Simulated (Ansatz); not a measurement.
The cluster Al5Ru2⁻, relaxed as a singlet with RKS PBE-D4/def2-SVPD in Ansatz, starting from the GFN1-xTB geometry. Force threshold 0.02 eV/Å.

In the def2 sets Ru takes a core potential; there is no spin–orbit coupling. The restricted singlet is unstable towards broken spin symmetry in Hartree–Fock (as tested in another run); at PBE-D4/def2-SVPD this wasn't settled. Another isomer (singlet) lies 0.36 eV lower at PBE0-D4/def2-TZVPD; other spin states weren't run for this one.

Start:

```xyz
7

Ru   -1.570   -1.251   -0.508
Ru   -1.410   -0.250    1.497
Al    0.949    1.718    0.519
Al    1.370   -0.557    1.642
Al    0.829    0.521   -1.776
Al    1.208   -1.745   -0.628
Al   -1.375    1.564   -0.746
```

```
         step  energy (eV)  largest force component (eV/Å)  SCF passes
            1  -38123.4804                           2.514          79
            2  -38124.6176                           1.264          49
            3  -38125.2500                           1.016          50
            4  -38125.5207                           0.731          50
            5  -38125.7658                           0.525          48
            6  -38126.1863                           0.660          45
            7  -38126.6735                           0.892          46
            8  -38127.0570                           0.353          45
            9  -38127.2291                           0.501          42
           10  -38127.3869                           0.218          36
           11  -38127.4410                           0.167          35
           12  -38127.4623                           0.195          35
13 (rejected)  -38127.4208                           0.349          43
           14  -38127.4735                           0.102          29
           15  -38127.4750                           0.163          35
           16  -38127.4804                           0.155          35
           17  -38127.4858                           0.124          28
           18  -38127.4942                           0.092          35
           19  -38127.5102                           0.207          35
           20  -38127.5189                           0.342          35
21 (rejected)  -38127.5055                           0.541          35
           22  -38127.5498                           0.145          35
           23  -38127.5576                           0.119          28
           24  -38127.5644                           0.058          29
           25  -38127.5659                           0.032          28
           26  -38127.5661                           0.013          29
```

Force components are those of the run's own axes.

End:

Cartesian coordinates in Å:
```
Ru -1.117 -0.280 -0.822
Ru -0.439 -0.866 1.566
Al 0.274 1.199 0.540
Al 1.737 -0.585 2.395
Al 0.501 0.313 -2.394
Al 0.920 -1.741 -0.162
Al -1.875 1.959 -1.122
```

Bonds lost: Ru2–Al7, Al3–Al5, Al5–Al6, Al5–Al7 (atoms count from 1). Bonds formed: Ru1–Al3, Ru2–Al6 (atoms count from 1). Metal–metal contacts that move far: Ru1–Al5 3.24 to 2.33 Å, Ru2–Al3 3.22 to 2.41 Å.

No frequencies were taken in this run, so the end may be a saddle point.

It took 2.5 min on 4 threads of Intel Xeon on a shared host.
